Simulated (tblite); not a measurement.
Compound: C3H8N3PSi.
Geometry (GFN2-xTB, Å), atoms numbered from 1 in this order:
```
atom  x, y, z in Å
C1    -1.182    1.945   -0.552
N2    -0.200    1.552    0.119
Si3    0.491    0.000    0.450
N4     1.041   -0.101    2.080
P5     2.274   -0.366   -0.866
C6    -0.739   -1.479    0.257
C7    -1.331   -1.449   -1.037
N8    -1.782   -1.379   -2.088
H9    -1.890    1.294   -1.068
H10   -1.357    3.015   -0.639
H11    0.423    0.181    2.824
H12    1.975    0.221    2.277
H13    1.525   -0.561   -2.014
H14    2.484    0.970   -1.154
H15   -1.523   -1.410    1.011
H16   -0.215   -2.425    0.389
```

Computed with GFN2-xTB (tblite): harmonic, unscaled wavenumbers at the GFN2-xTB geometry, gas phase. Against measured fundamentals such values can be off by several per cent, at times by over 20. Modes of hydrogen on phosphorus can be 10 to 20 % off. One conformer, not necessarily the lowest.

Harmonic wavenumbers (cm⁻¹): 36.0, 71.6, 84.8, 94.2, 114.8, 132.9, 151.1, 170.0, 192.2, 214.3, 322.8, 372.9, 428.4, 468.4, 497.7, 542.1, 660.2, 678.4, 708.3, 724.7, 779.6, 828.3, 909.5, 999.4, 1020.0, 1065.6, 1137.5, 1142.2, 1162.7, 1406.9, 1443.6, 1513.8, 1727.0, 2305.4, 2384.7, 2392.3, 2918.5, 2978.7, 2985.9, 2991.9, 3476.0, 3511.5.

A = 1529, B = 1122, C = 982.4 MHz; mass 145.023 u (most abundant isotopes); point group C1, symmetry number 1.

Zero-point energy?

Half the sum of the wavenumbers: 23873 cm⁻¹ = 68.26 kcal/mol.

Give the ideal-gas entropy at 200 K and 1 bar in the rigid-rotor, harmonic-oscillator model (classical rotation).

Translation 38.87, rotation 28.44, vibration 27.69: S = 95.0 cal/(mol K).

And Cp and H(200 K) − H(0)?

Cp = 34.16 cal/(mol K), of which vibrations give 26.21 (their classical limit is 42 R = 83.5); H(200 K) − H(0) = 4.51 kcal/mol without the zero-point energy, 2.92 from vibrations.

Which modes carry the vibrational entropy at 200 K?

36.0 cm⁻¹: 4.68; 71.6 cm⁻¹: 3.33; 84.8 cm⁻¹: 3.00; 94.2 cm⁻¹: 2.80; 114.8 cm⁻¹: 2.42; 132.9 cm⁻¹: 2.15 cal/(mol K); the other 36 give 9.31 together.

What must be added to the electronic energy to get the Gibbs energy at 200 K and 1 bar?

ZPE + [H(200 K) − H(0)] − T·S = 68.26 + 4.51 − 19.00 = 53.77 kcal/mol.

Hindered rotation and anharmonicity are outside this model. Other conformers, if any are populated, would add a mixing term that is left out. The structure is chiral; the term R ln 2 for an equal mix with its mirror image is left out.
